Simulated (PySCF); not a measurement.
Geometry:
```tsv
atom	x (Å)	y (Å)	z (Å)
F1	-0.363	1.335	-0.709
Si2	-0.004	-0.005	0.032
F3	-0.734	-1.183	-0.710
F4	1.548	-0.234	-0.085
H5	-0.412	0.053	1.434
```

Geometry: PBE0-D3(BJ)/def2-TZVP; GIAO shifts from PySCF, gas phase, non-relativistic, averaged over equivalent atoms.

At B97-2/pcSseg-2 (165 basis functions, 8.2 s wall time on 1 thread of an Intel Xeon Platinum 8259CL, shared host):
```tsv
atoms	δ (ppm)
F1/F3/F4	-146.0
Si2	-76.3
H5	4.79
```

Scale: CFCl3 for 19F (σ = 175.98 ppm); 29Si (σ = 348.46 ppm), 1H (σ = 31.64 ppm) vs TMS (reference shieldings calculated alike).

Question: What do these become at KT3/pcSseg-2?

Answer: 
| atoms | δ at KT3/pcSseg-2 | change |
| --- | --- | --- |
| F1/F3/F4 | -165.9 | -19.9 |
| Si2 | -72.7 | +3.6 |
| H5 | 4.87 | +0.08 |

Scale: CFCl3 for 19F (σref 145.48); 29Si (σref 359.36) and 1H (σref 31.63) vs TMS (reference shieldings calculated alike).

The largest change is at F1/F3/F4 (fluorine bonded to Si). Cost: 165 basis functions, 12 s wall time on 1 thread of an Intel Xeon Platinum 8259CL, shared host.

Unscaled 19F shifts against computed CFCl3 carry errors that often reach 10 to 50 ppm.
